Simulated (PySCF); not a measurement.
Compound: C6H9NO2.
Numbering: `[CH3:1][C:2](=[O:3])[C@@H:4]1[CH2:5][C@H:6]1[NH:7][CH:8]=[O:9]`

NICS = −σ at a ghost point: NICS(0) at the centroid of the ring atoms, NICS(1) 1 Å to either side along the normal of their mean plane, zz for the tensor component along that normal. Level: GIAO PBE0/pcSseg-1 (PySCF, non-relativistic, gas phase) on the GFN2-xTB geometry, one conformer.

Ring bond lengths (Å), with Mayer bond orders in brackets: C4–C5 1.514 (0.90), C5–C6 1.482 (0.98), C6–C4 1.525 (0.88).

Question: What do the NICS probes read (ppm)?

Answer: 
```tsv
ring	type	NICS(0)	NICS(1), two faces	NICS(1)zz, two faces	rms pucker (Å)	centre to ring atoms, mean (Å)
C4–C5–C6	3-membered carbocycle; formal bonds all single	-41.9	-8.2 / -8.0	-19.9 / -22.3	0.00	0.87
```

Question: What do they say, and how far can they be read as aromaticity?

Answer: 
- C4–C5–C6: mean NICS(1)zz -21.1 ppm, shielded. C4, C5, C6 have four or more neighbours, and the NICS criterion for π rings isn't applied. NICS(0) lies 34 ppm below the mean NICS(1).

Question: At the second NICS(1) probe listed for ring C4–C5–C6, 1 Å off the ring, what do the in-plane components average?

Answer: The isotropic value is a third of the trace: (3 × -8.0 − (-22.3))/2 = -0.8 ppm.

Question: What are the shieldings of the ring atoms and their hydrogens in the same run (means over atoms taken as equivalent)?

Answer: 
```csv
atoms,environment,σ isotropic (ppm),"principal values of the symmetric part, first atom (ppm)"
C4,sp3 carbon next to a carbonyl,154.8,"116.7, 140.9, 206.8"
C5,three-membered-ring carbon,169.2,"149.0, 164.8, 193.8"
C6,sp3 carbon bound to nitrogen,150.0,"106.3, 155.0, 188.7"
H on C4,methine hydrogen,30.12,"24.5, 30.8, 35.1"
H on C5,methylene hydrogen,30.01,"24.6, 27.0, 38.4"
H on C5,methylene hydrogen,30.97,"25.9, 27.9, 39.1"
H on C6,methine hydrogen,27.66,"21.3, 28.4, 33.2"
```

The values belong to the conformer `[CH3:1][C:2](=[O:3])[C@@H:4]1[CH2:5][C@H:6]1[NH:7][CH:8]=[O:9]`: C1–C2–C4–C5 -156°, C5–C6–N7–C8 -161°, C6–N7–C8–O9 0°.
